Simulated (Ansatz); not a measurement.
The first iterations of a band of AsH3O2 (6 atoms, charge 0, multiplicity 1).

These are results of RKS PBE0/def2-mTZVP (Ansatz 0.2.0), not measurements.

```json
{"movable images": "7", "climbing image": "yes", "spring": "5.0 eV/Å²", "optimiser": "quadratic models (default)", "start path": "IDPP", "force threshold": "0.03 eV/Å", "iteration limit": "60", "end points": "relaxed"}
```

First end point:

```xyz
6
Properties=species:S:1:pos:R:3
O -1.355 -0.043 -0.479
As 0.414 0.251 -0.585
O 0.933 -0.139 1.090
H -1.570 -0.867 -0.931
H 0.237 1.725 -0.237
H 1.384 -0.991 1.095
```

Last end point:

```xyz
6
Properties=species:S:1:pos:R:3
O -0.757 -0.315 -1.272
As 0.707 0.320 -0.466
O 0.522 -0.378 1.184
H -1.548 -0.135 -0.750
H 0.100 1.647 0.018
H 1.019 -1.202 1.240
```

| iteration | highest image above the first end (eV) | largest band force component (eV/Å) |
| --- | --- | --- |
| 1 | 0.496 | 1.435 |
| 2 | 0.385 | 1.069 |

Q: Does the band converge within its limit, and where does its top end?

A: The forces met the threshold. It ended after 7 iterations with the highest image 0.107 eV above the first end. A vibrational analysis at the climbing image gives one clearly imaginary mode, 361i cm⁻¹: a first-order saddle point.

Run time: 2.6 min on 1 thread of Intel(R) Xeon(R) Processor, with other jobs on the host, peak memory 0.2 GiB.
